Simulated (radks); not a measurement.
All-electron atom: Re in [Xe] 4f14 5d5 6s1 6d1 (not the ground configuration). All-electron calculation, Dirac Kohn-Sham, LDA (Slater exchange, Perdew-Wang correlation), spin-unpolarised, spherical densities, finite nucleus; open shells are shared between the two j in proportion to 2j + 1; Fermi nuclear charge, rms radius 5.3698 fm. Program: a radial shooting solver on a logarithmic mesh with Libxc functionals.

Unscreened Slater integrals over Kohn-Sham orbitals (eV). Large and small components are both included.

integral            value
F0(6d5/2,6d5/2)    2.3943
F2(6d5/2,6d5/2)    1.2655
F4(6d5/2,6d5/2)   0.83017
F0(6d5/2,6d3/2)    2.4144
F2(6d5/2,6d3/2)    1.2721
G2(6d5/2,6d3/2)    1.2716
G4(6d5/2,6d3/2)   0.83312
F0(6d5/2,5d5/2)    3.1309
F2(6d5/2,5d5/2)   0.31047
F4(6d5/2,5d5/2)   0.10293
G0(6d5/2,5d5/2)  0.068475
G2(6d5/2,5d5/2)  0.076171
G4(6d5/2,5d5/2)  0.058311
F0(6d5/2,6s1/2)    3.0820
G2(6d5/2,6s1/2)   0.11255
F0(6d3/2,6d3/2)    2.4353
F2(6d3/2,6d3/2)    1.2798
F0(6d3/2,5d5/2)    3.1895
F2(6d3/2,5d5/2)   0.32406
G2(6d3/2,5d5/2)  0.074808
G4(6d3/2,5d5/2)  0.057860
F0(6d3/2,6s1/2)    3.1410
G2(6d3/2,6s1/2)   0.13390
F0(5d5/2,5d5/2)    13.120
F2(5d5/2,5d5/2)    6.6428
F4(5d5/2,5d5/2)    4.3291
F0(5d5/2,6s1/2)    9.8707
G2(5d5/2,6s1/2)    2.8944
F0(6s1/2,6s1/2)    8.5380
